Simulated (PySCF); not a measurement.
C₅H₁₂SSi₂.
Structure used (GFN2-xTB), in Å, numbered top down from 1:
```xyz
20
C5H12SSi2 angstrom
Si     2.9727   -0.2646    1.0292
C      2.5153    1.1701   -0.1346
S      0.8280    1.8213    0.1457
Si    -0.3861    0.2844   -0.7275
C     -0.8702   -1.1732    0.4046
C     -2.3701   -1.1429    0.3799
C     -2.9859   -0.1623   -0.2562
C     -2.1733    0.8939   -0.9388
H      4.4155   -0.4772    0.9025
H      2.6109    0.0956    2.3966
H      2.2455   -1.4596    0.5962
H      2.5871    0.8966   -1.1852
H      3.1639    2.0277    0.0314
H      0.2645   -0.1381   -1.9729
H     -0.5164   -1.0623    1.4326
H     -0.5084   -2.1416    0.0560
H     -2.9056   -1.9255    0.8978
H     -4.0630   -0.0854   -0.2963
H     -2.4764    0.9896   -1.9812
H     -2.3533    1.8641   -0.4727
```

Definitions: NICS(0) = −σiso at the ring centroid; NICS(1) = −σiso and NICS(1)zz = −σzz at ±1 Å along the ring normal z. Level: GIAO PBE0/pcSseg-1 (PySCF, non-relativistic, gas phase) on the GFN2-xTB geometry, one conformer.

Ring bond lengths (Å), with Mayer bond orders in brackets: Si4–C5 1.908 (0.88), C5–C6 1.500 (1.05), C6–C7 1.321 (1.91), C7–C8 1.497 (1.04), C8–Si4 1.900 (0.91).

Q: What do the NICS probes read (ppm)?

A: 
```csv
ring,type,NICS(0),"NICS(1), two faces","NICS(1)zz, two faces",rms pucker (Å),"centre to ring atoms, mean (Å)"
Si4–C5–C6–C7–C8,"5-membered ring with Si; formal bonds 1 double, 4 single",-1.8,-2.4 / -3.1,0.0 / -2.3,0.04,1.37
```

Q: What can be read from them?

A: 
- Si4–C5–C6–C7–C8: mean NICS(1)zz -1.1 ppm, near zero. Si4, C5, C8 have four or more neighbours, so the value isn't read as a sign of a π ring current.

Q: What field does 1 T along the ring normal induce along that normal at the first NICS(1) probe listed for ring Si4–C5–C6–C7–C8, 1 Å off the ring?

A: NICSzz × B0 = 0.0 ppm × 1 T = 0 μT.

Q: Give the inner angles of the rings and the Hirshfeld charges of the ring atoms.

A: 
- Si4–C5–C6–C7–C8: Si4 94.1° (+0.341 e), C5 103.2° (-0.168 e), C6 119.3° (-0.053 e), C7 119.3° (-0.053 e), C8 103.5° (-0.163 e); sum 539.5° against 540° for a flat convex ring.

Q: What are the shieldings of the ring atoms and their hydrogens in the same run (means over atoms taken as equivalent)?

A: 
```
   atoms                  environment  σ isotropic (ppm)  principal values of the symmetric part, first atom (ppm)
     Si4                  SiH silicon              329.2                                       279.1, 340.2, 368.4
 C5 (×2)  sp3 carbon bound to silicon              162.7                                       141.8, 153.2, 180.5
 C6 (×2)             alkene CH carbon               49.0                                        -60.6, 65.6, 139.9
     H14                Si–H hydrogen              26.56                                          23.5, 24.8, 31.4
H15 (×2)           methylene hydrogen              30.03                                          25.4, 29.4, 35.3
H16 (×2)           methylene hydrogen              29.82                                          25.5, 28.6, 35.4
H17 (×2)             vinylic hydrogen              25.64                                          23.1, 26.5, 27.2
```

The run took 87 s of wall time (grids of density and orbitals included) on one thread of an Arm Neoverse N1, on a shared host, and the process peaked at 0.94 GiB of memory. This is the whole shielding run at PBE0/pcSseg-1, SCF included.
